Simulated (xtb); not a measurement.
B(F)(OAc)(OH) (C2H4BFO3), SMILES OB(OC(=O)C)F. All values are semi-empirical tight-binding results from xtb (GFN2-xTB unless named), good for trends rather than for accurate numbers. Coordinates come from a GFN2-xTB optimisation. One conformer was computed; it need not be the lowest.

Optimised geometry:

```xyz
11

B      0.1372     0.4702     1.1179
F     -1.0644     0.0907     1.5667
O      0.5925     0.0638    -0.0967
C     -0.1366    -0.3867    -1.1545
C      0.7320    -1.1526    -2.1087
O     -1.2998    -0.1591    -1.2925
H      0.1777    -1.3701    -3.0163
H      1.0448    -2.0813    -1.6362
H      1.6231    -0.5724    -2.3333
O      0.9419     1.1822     1.9023
H      0.6000     1.3964     2.7713
```

Computed properties:
The orbital gap comes out as 4.85 eV and the dipole moment is 2.91 D. The zero-point energy comes out as 44.4 kcal/mol. The G − E(el) at 298.15 K (modified RRHO) is 23.7 kcal/mol, the static polarisability (D4 model) comes out as 53.5 bohr³ and the solvation energy, GFN2-xTB/ALPB(water) comes out as -9.6 kcal/mol. The solvation energy, GFN2-xTB/ALPB(hexane) comes out as -4.8 kcal/mol.

Give the IR lines (harmonic; lines under 4 % of the strongest left out, lines within 3 cm⁻¹ merged). (An estimate is asked for; the answer gives what the named calculation found.)

ν (cm⁻¹): 446 (w), 559 (w), 593 (m), 638 (w), 916 (m), 970 (w), 1005 (m), 1167 (vs), 1245 (vs), 1353 (vs), 1364 (m), 1813 (vs), 3618 (w) (against the strongest line: vs over 80 %, s over 45 %, m over 15 %, w over 4 %, vw less)

Give the atomic charges and the Wiberg bond orders between heavy atoms. (Estimate from the structure and the level; the computed values follow.)

charges (e) B1 0.60, F2 -0.30, O3 -0.32, C4 0.37, C5 -0.15, O6 -0.35, H7 0.09, H8 0.09, H9 0.09, O10 -0.44, H11 0.34. Bond orders B1–F2 0.99, B1–O3 1.07, O3–C4 1.04, C4–C5 1.00, C4–O6 1.82, B1–O10 1.22.
